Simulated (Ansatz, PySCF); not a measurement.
Reaction (SMILES): [TeH][TeH] -> [Te][TeH] + H atom (the H-Te bond at the site shown breaks; other sites are not compared here)
Each molecule is optimised on its own at B3LYP-D3(BJ)/def2-TZVP (Ansatz, a program for electronic structure), one conformer each, not searched for the lowest.
Geometry of the first species:
```
Te
H 1 1.6675
Te 1 2.7310 2 95.57
H 3 1.6675 1 95.57 2 -89.92
```

Property: bond dissociation energy (enthalpy at 298 K, with B3LYP-D3(BJ) rigid-rotor harmonic-oscillator terms from PySCF), in kcal/mol. Cores are frozen in the correlated levels unless marked. UHF or UKS for open shells. Spin-orbit coupling is left out. The frozen core is the preceding noble-gas configuration, with the filled d and f shells of earlier blocks. In def2 rows, elements after Kr have scalar-relativistic effective core potentials. STO-3G rows are all-electron and non-relativistic. CBS marks a two-point X^-3 extrapolation of the correlation energy; Hartree-Fock from the larger set. [CCSD(T)-MP2]/basis is that difference in the basis named.

```json
[
 {"level": "HF/STO-3G", "program": "Ansatz", "bond dissociation energy (kcal/mol)": "64.3"},
 {"level": "SVWN5/def2-TZVPD", "program": "Ansatz", "bond dissociation energy (kcal/mol)": "68.0"},
 {"level": "BLYP-D4/def2-TZVPD", "program": "Ansatz + dftd4", "bond dissociation energy (kcal/mol)": "59.2"},
 {"level": "revPBE/def2-TZVPD", "program": "Ansatz", "bond dissociation energy (kcal/mol)": "56.8"},
 {"level": "TPSS-D3(BJ)/def2-TZVPD", "program": "PySCF + dftd3", "bond dissociation energy (kcal/mol)": "62.2"},
 {"level": "r2SCANh/def2-TZVPD", "program": "Ansatz", "bond dissociation energy (kcal/mol)": "59.1"},
 {"level": "MP2/def2-TZVPP", "program": "Ansatz", "bond dissociation energy (kcal/mol)": "59.8"},
 {"level": "CCSD(T)/def2-QZVPPD", "program": "Ansatz", "bond dissociation energy (kcal/mol)": "62.0"},
 {"level": "RI-MP2/CBS(def2-TZVPP,def2-QZVPP)+[CCSD(T)-MP2]/def2-SVP", "program": "Ansatz", "bond dissociation energy (kcal/mol)": "63.6"},
 {"level": "CCSD(T)/CBS(def2-TZVPPD,def2-QZVPPD)", "program": "Ansatz", "bond dissociation energy (kcal/mol)": "62.5"}
]
```
